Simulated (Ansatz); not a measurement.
Input file for Ansatz (a program for electronic structure): U-PBE0/def2-TZVPP on MgF, 2S+1 = 2, a spin state set in the input, which need not be the lowest.

Ansatz 0.2 input:
```yaml
crystal:
  periodic: [false, false, false]
  atoms:
    - {symbol: F, position_ang: [0.00000000, 0.00000000, 0.00000000]}
    - {symbol: Mg, position_ang: [0.00000000, 0.00000000, 1.88100000]}
basis:
  gaussian:
    orbitals: def2-TZVPP
hamiltonian:
  xc: {name: PBE0}
magnetization: {spin_polarized: true, initial_magnetization: 1}
relax: {f_tol: 0.002, max_steps: 120}
```

Program output:

```
WARN ansatz: RAYON_NUM_THREADS=1 ignored (pool sized by the plan → 1); use --threads N
Functional definition: PBE0
integrals: 0.01 GiB planned
444 factors; their error is unknown
mean field: 0.16 GiB planned
mean field evaluation 1: about -8154.3246 eV, gradient 3.2e1 eV
mean field evaluation 2: about -8114.3724 eV, gradient 1.1e2 eV
mean field evaluation 4: about -8157.8234 eV, gradient 1.5e0 eV
mean field evaluation 8: about -8157.8675 eV, gradient 2.3e-2 eV
mean field -8157.86748321 eV, -299.7961004068 hartree, gradient 5.0e-5 eV, S^2 0.750407; 0 other end points of the search recorded, 0 dependent functions left out
the calculation of the forces begins
reference -8157.86751474 eV, -299.7961015656 hartree; 11, 10 occupied and 52, 53 virtual orbitals, 444 factors
relax step   1: F+E_penalty+E_count = -8157.86748321 eV  Δ(F+E_penalty+E_count) = +0.000e0 eV  max|allowed force component| = 1.669e0 eV/Å  Δτ_max = 0.0000 Å  (26 SCF iters, accepted)
these checks for a lower state are left out or cut short: starts, cluster_reference, orbital_swaps, neighbouring_geometries, increment
integrals: 0.01 GiB planned
444 factors; their error is unknown
mean field: 0.16 GiB planned
mean field evaluation 16: about -8157.8997 eV, gradient 9.7e-1 eV
mean field -8157.93856766 eV, -299.7987127121 hartree, gradient 2.1e-5 eV, S^2 0.750368; 0 other end points of the search recorded, 0 dependent functions left out
the calculation of the forces begins
reference -8157.93859945 eV, -299.7987138802 hartree; 11, 10 occupied and 52, 53 virtual orbitals, 444 factors
relax step   2: F+E_penalty+E_count = -8157.93856766 eV  Δ(F+E_penalty+E_count) = -7.108e-2 eV  max|allowed force component| = 1.062e0 eV/Å  Δτ_max = 0.0258 Å  (28 SCF iters, accepted)
these checks for a lower state are left out or cut short: starts, cluster_reference, orbital_swaps, neighbouring_geometries, increment
integrals: 0.01 GiB planned
444 factors; their error is unknown
mean field: 0.16 GiB planned
mean field -8157.97292190 eV, -299.7999752072 hartree, gradient 9.1e-6 eV, S^2 0.750322; 0 other end points of the search recorded, 0 dependent functions left out
the calculation of the forces begins
reference -8157.97295394 eV, -299.7999763848 hartree; 11, 10 occupied and 52, 53 virtual orbitals, 444 factors
relax step   3: F+E_penalty+E_count = -8157.97292190 eV  Δ(F+E_penalty+E_count) = -3.435e-2 eV  max|allowed force component| = 3.192e-1 eV/Å  Δτ_max = 0.0408 Å  (29 SCF iters, accepted)
these checks for a lower state are left out or cut short: starts, cluster_reference, orbital_swaps, neighbouring_geometries, increment
integrals: 0.01 GiB planned
444 factors; their error is unknown
mean field: 0.16 GiB planned
mean field evaluation 32: about -8157.9435 eV, gradient 3.4e-1 eV
mean field -8157.97542636 eV, -299.8000672444 hartree, gradient 9.0e-6 eV, S^2 0.750329; 0 other end points of the search recorded, 0 dependent functions left out
the calculation of the forces begins
reference -8157.97545836 eV, -299.8000684204 hartree; 11, 10 occupied and 52, 53 virtual orbitals, 444 factors
relax step   4: F+E_penalty+E_count = -8157.97542636 eV  Δ(F+E_penalty+E_count) = -2.504e-3 eV  max|allowed force component| = 2.480e-2 eV/Å  Δτ_max = 0.0074 Å  (28 SCF iters, accepted)
these checks for a lower state are left out or cut short: starts, cluster_reference, orbital_swaps, neighbouring_geometries, increment
integrals: 0.01 GiB planned
444 factors; their error is unknown
mean field: 0.16 GiB planned
mean field -8157.97544230 eV, -299.8000678300 hartree, gradient 2.5e-5 eV, S^2 0.750330; 0 other end points of the search recorded, 0 dependent functions left out
the calculation of the forces begins
reference -8157.97547429 eV, -299.8000690058 hartree; 11, 10 occupied and 52, 53 virtual orbitals, 444 factors
relax step   5: F+E_penalty+E_count = -8157.97544230 eV  Δ(F+E_penalty+E_count) = -1.593e-5 eV  max|allowed force component| = 1.761e-3 eV/Å  Δτ_max = 0.0006 Å  (19 SCF iters, accepted)
integrals: 0.01 GiB planned
444 factors; their error is unknown
mean field: 0.16 GiB planned
mean field -8157.97544230 eV, -299.8000678300 hartree, gradient 2.5e-5 eV, S^2 0.750330; 1 other end points of the search recorded, 0 dependent functions left out
the calculation of the forces begins
reference -8157.97547429 eV, -299.8000690058 hartree; 11, 10 occupied and 52, 53 virtual orbitals, 444 factors
Total energy: -8157.97547429 eV, -299.8000690058 hartree
Atom 0 at     0.000000    -0.000000     0.058622 Å, force     0.000000    -0.000000    -0.001761 eV/Å
Atom 1 at    -0.000000     0.000000     1.822378 Å, force    -0.000000     0.000000     0.001761 eV/Å
Dipole moment:     0.000000    -0.000000     0.672498 e Å
```

The calculation finished and met its thresholds.

Cost: very roughly 5 core-seconds.
